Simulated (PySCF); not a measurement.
Record of a relaxation.

Species: CH8BOPSi.
SMILES with atom numbers: `[BH2:1][PH:2][SiH2:3][O:4][CH3:5]` (hydrogens: H6, H7 on B1; H8 on P2; H9, H10 on Si3; H11, H12, H13 on C5)

Method: PySCF 2.14.0, PBE0-D3(BJ)/def2-SVP geometry optimisation, gas phase; density fitting, grid level 1; the optimiser is geomeTRIC in internal coordinates, started from a GFN2-xTB structure. 9 of its 15 geometries are shown. The frame can shift and turn from step to step; on so coarse a grid that alone can change the energy by a few meV, and forces under 0.02 eV/Å are noise.

Step 0: E = -21037.6775 eV, largest atomic force 1.393 eV/Å
```
atom  x, y, z in Å  |  force x, y, z in eV/Å
B1     -2.702    0.234   -0.207    0.282  -0.062  -0.060
P2     -1.494   -0.507   -1.363    0.406   0.256  -0.384
Si3     0.386   -0.883   -0.252   -0.510  -0.433  -0.192
O4      0.944    0.623   -0.093    0.396   1.333   0.082
C5      2.128    1.052    0.507   -0.377  -0.163  -0.143
H6     -3.783   -0.202   -0.108   -0.897  -0.345   0.012
H7     -2.415    1.234    0.329    0.265   0.773   0.514
H8     -1.917   -1.812   -1.499   -0.414  -0.986  -0.239
H9      1.262   -1.716   -1.084    0.289  -0.380  -0.339
H10     0.263   -1.543    1.060   -0.136  -0.239   0.407
H11     2.126    0.819    1.574    0.108   0.003   0.461
H12     2.994    0.571    0.048    0.444  -0.086  -0.144
H13     2.202    2.131    0.375    0.142   0.330   0.025
```

Step 2: E = -21037.8500 eV, largest atomic force 0.133 eV/Å
```
atom  x, y, z in Å  |  force x, y, z in eV/Å
B1     -2.535    0.027   -0.224   -0.016   0.002   0.053
P2     -1.339   -0.738   -1.421    0.004   0.024   0.000
Si3     0.599   -0.915   -0.314    0.015  -0.049   0.025
O4      1.150    0.640   -0.161   -0.085   0.046  -0.091
C5      2.332    1.033    0.475    0.036  -0.015   0.042
H6     -3.669   -0.376   -0.141    0.006   0.000  -0.027
H7     -2.187    1.011    0.381    0.014   0.002  -0.008
H8     -1.732   -2.099   -1.540    0.003   0.006  -0.012
H9      1.520   -1.759   -1.139    0.004  -0.006   0.013
H10     0.464   -1.554    1.033    0.018  -0.005   0.002
H11     2.326    0.779    1.551    0.005  -0.003   0.003
H12     3.224    0.568    0.018    0.000   0.002  -0.002
H13     2.434    2.125    0.384   -0.003  -0.004   0.004
```

Step 4: E = -21037.8526 eV, largest atomic force 0.061 eV/Å
```
atom  x, y, z in Å  |  force x, y, z in eV/Å
B1     -2.518    0.038   -0.211    0.015  -0.002  -0.007
P2     -1.331   -0.730   -1.418    0.003  -0.012   0.020
Si3     0.605   -0.930   -0.316   -0.027  -0.017   0.001
O4      1.138    0.634   -0.184    0.040   0.044  -0.013
C5      2.313    1.028    0.471   -0.012  -0.010   0.015
H6     -3.662   -0.339   -0.153   -0.003  -0.002  -0.002
H7     -2.149    1.002    0.412    0.000   0.002   0.006
H8     -1.743   -2.082   -1.562   -0.016  -0.007  -0.017
H9      1.531   -1.778   -1.130   -0.005  -0.003  -0.006
H10     0.483   -1.557    1.039    0.003   0.003   0.003
H11     2.293    0.772    1.546    0.001  -0.004   0.001
H12     3.212    0.566    0.024    0.002   0.002  -0.003
H13     2.414    2.120    0.384   -0.001   0.004   0.003
```

Step 5: E = -21037.8533 eV, largest atomic force 0.041 eV/Å
```
atom  x, y, z in Å  |  force x, y, z in eV/Å
B1     -2.510    0.042   -0.206    0.015  -0.006  -0.013
P2     -1.331   -0.728   -1.418   -0.012  -0.012   0.015
Si3     0.606   -0.933   -0.320   -0.011   0.008   0.003
O4      1.141    0.634   -0.199    0.040  -0.007  -0.007
C5      2.308    1.024    0.471   -0.022  -0.001   0.007
H6     -3.659   -0.324   -0.155   -0.002   0.002   0.004
H7     -2.130    0.995    0.427   -0.005   0.001   0.003
H8     -1.756   -2.075   -1.576    0.003   0.006  -0.007
H9      1.530   -1.788   -1.129   -0.007   0.002  -0.009
H10     0.490   -1.549    1.040   -0.002   0.007   0.002
H11     2.275    0.766    1.546    0.003  -0.004   0.001
H12     3.212    0.562    0.034    0.001   0.002  -0.001
H13     2.412    2.117    0.388    0.000   0.001   0.004
```

Step 7: E = -21037.8547 eV, largest atomic force 0.067 eV/Å
```
atom  x, y, z in Å  |  force x, y, z in eV/Å
B1     -2.500    0.053   -0.198   -0.011  -0.004   0.004
P2     -1.337   -0.720   -1.420   -0.015   0.019  -0.006
Si3     0.607   -0.933   -0.338    0.014   0.032   0.008
O4      1.166    0.629   -0.241    0.006  -0.066  -0.011
C5      2.306    1.011    0.478   -0.008   0.018   0.004
H6     -3.654   -0.294   -0.146    0.004   0.000   0.000
H7     -2.103    0.991    0.448   -0.001   0.003  -0.003
H8     -1.778   -2.058   -1.602    0.021   0.003   0.006
H9      1.509   -1.815   -1.144   -0.006   0.000  -0.003
H10     0.498   -1.520    1.036    0.000   0.002  -0.002
H11     2.231    0.744    1.548    0.002  -0.004  -0.001
H12     3.226    0.551    0.072   -0.002   0.001   0.000
H13     2.415    2.104    0.407   -0.001  -0.004   0.004
```

Step 9: E = -21037.8568 eV, largest atomic force 0.053 eV/Å
```
atom  x, y, z in Å  |  force x, y, z in eV/Å
B1     -2.490    0.081   -0.183   -0.029   0.001   0.021
P2     -1.344   -0.679   -1.425    0.011   0.029  -0.024
Si3     0.609   -0.938   -0.372    0.007   0.025   0.003
O4      1.234    0.599   -0.315   -0.011  -0.052  -0.005
C5      2.311    0.982    0.495    0.013   0.023   0.004
H6     -3.649   -0.251   -0.128    0.004  -0.004  -0.004
H7     -2.078    1.002    0.478    0.005   0.000  -0.006
H8     -1.795   -2.008   -1.645    0.006  -0.006   0.009
H9      1.449   -1.878   -1.178    0.000  -0.005   0.007
H10     0.505   -1.479    1.021    0.003  -0.007  -0.003
H11     2.158    0.698    1.553   -0.001  -0.003  -0.002
H12     3.264    0.537    0.154   -0.005   0.000  -0.001
H13     2.414    2.077    0.448   -0.003  -0.003   0.003
```

Step 10: E = -21037.8574 eV, largest atomic force 0.030 eV/Å
```
atom  x, y, z in Å  |  force x, y, z in eV/Å
B1     -2.489    0.098   -0.177   -0.017   0.000   0.016
P2     -1.344   -0.645   -1.431    0.016   0.013  -0.022
Si3     0.609   -0.944   -0.388   -0.007   0.010   0.003
O4      1.281    0.573   -0.350    0.007  -0.012   0.003
C5      2.318    0.966    0.506    0.008   0.011   0.000
H6     -3.648   -0.232   -0.126    0.001  -0.003  -0.003
H7     -2.074    1.009    0.498    0.003  -0.001  -0.003
H8     -1.799   -1.968   -1.676   -0.006  -0.005   0.003
H9      1.407   -1.921   -1.192    0.002  -0.005   0.006
H10     0.502   -1.464    1.013    0.000  -0.005  -0.001
H11     2.127    0.673    1.555   -0.001  -0.002  -0.001
H12     3.289    0.535    0.201   -0.003   0.000  -0.002
H13     2.408    2.062    0.469   -0.003   0.000   0.002
```

Step 12: E = -21037.8571 eV, largest atomic force 0.024 eV/Å
```
atom  x, y, z in Å  |  force x, y, z in eV/Å
B1     -2.498    0.111   -0.179    0.009  -0.005  -0.001
P2     -1.339   -0.591   -1.445    0.002  -0.003  -0.004
Si3     0.603   -0.943   -0.395   -0.008  -0.013   0.004
O4      1.345    0.540   -0.377    0.004   0.024  -0.001
C5      2.340    0.946    0.521   -0.001  -0.013  -0.004
H6     -3.655   -0.228   -0.147   -0.002   0.002  -0.001
H7     -2.094    1.005    0.525   -0.003  -0.001   0.002
H8     -1.797   -1.906   -1.728   -0.002   0.002  -0.006
H9      1.350   -1.967   -1.188    0.002  -0.002   0.002
H10     0.477   -1.439    1.013   -0.004   0.007   0.002
H11     2.115    0.641    1.559    0.000   0.000   0.003
H12     3.328    0.533    0.248    0.002   0.001   0.001
H13     2.411    2.043    0.495    0.000   0.002   0.002
```

Step 14: E = -21037.8573 eV, largest atomic force under 0.02 eV/Å
```
atom  x, y, z in Å  |  force x, y, z in eV/Å
B1     -2.502    0.105   -0.189    0.003  -0.006  -0.004
P2     -1.334   -0.584   -1.455   -0.006   0.007   0.004
Si3     0.599   -0.936   -0.387    0.007  -0.007  -0.004
O4      1.346    0.545   -0.372   -0.011   0.004   0.001
C5      2.345    0.943    0.525    0.004  -0.005  -0.002
H6     -3.658   -0.237   -0.167    0.000   0.001   0.000
H7     -2.104    0.992    0.527   -0.001   0.001   0.000
H8     -1.790   -1.897   -1.748    0.007   0.001  -0.005
H9      1.351   -1.966   -1.169   -0.002  -0.003   0.004
H10     0.459   -1.424    1.022   -0.003   0.008   0.002
H11     2.124    0.633    1.563    0.000   0.000   0.001
H12     3.331    0.529    0.246    0.001   0.000   0.002
H13     2.419    2.041    0.505    0.000  -0.001   0.001
```

Question: Summarise the path.

Answer: The energy falls by 0.1798 eV from step 0 to step 14; nine tenths of that is first reached at step 1. It never rises by more than 0.2 meV. The largest force goes from 1.393 to under 0.02 eV/Å. Among the bonds Si3–O4 changes most, from 1.615 to 1.659 Å; the atoms move by 0.188 Å rms after alignment.

Question: Follow the three bonds and two angles with the largest change from start to end.

Answer: 
```csv
step,E above end (eV),largest force (eV/Å),Si3–O4 (Å),P2–H8 (Å),B1–H7 (Å),Si3–P2–H8 (°),P2–Si3–O4 (°)
0,0.1798,1.393,1.615,1.379,1.170,98.6,100.6
1,0.0171,0.299,1.661,1.431,1.207,103.0,106.8
2,0.0073,0.133,1.657,1.422,1.207,101.9,105.0
3,0.0056,0.083,1.656,1.420,1.207,101.9,104.1
4,0.0047,0.061,1.658,1.421,1.206,102.4,103.5
5,0.0040,0.041,1.660,1.421,1.206,103.2,103.2
6,0.0035,0.047,1.661,1.421,1.206,103.6,103.2
7,0.0026,0.067,1.662,1.421,1.207,104.0,103.3
8,0.0015,0.075,1.662,1.421,1.207,104.2,103.5
9,0.0005,0.053,1.661,1.420,1.207,104.0,103.8
10,0.0000,0.030,1.659,1.420,1.207,103.6,104.0
11,0.0001,0.022,1.658,1.420,1.207,103.3,104.4
12,0.0003,0.024,1.658,1.421,1.207,103.2,104.7
13,0.0001,under 0.02,1.658,1.421,1.207,103.2,104.7
14,0.0000,under 0.02,1.659,1.421,1.207,103.3,104.7
```

The cost below is that of the whole optimisation. Time: 27 s; peak memory 0.54 GiB. Hardware: an AMD EPYC 9R45 with one thread, no GPU, shared host with 96 logical CPUs at a one-minute load of 22.
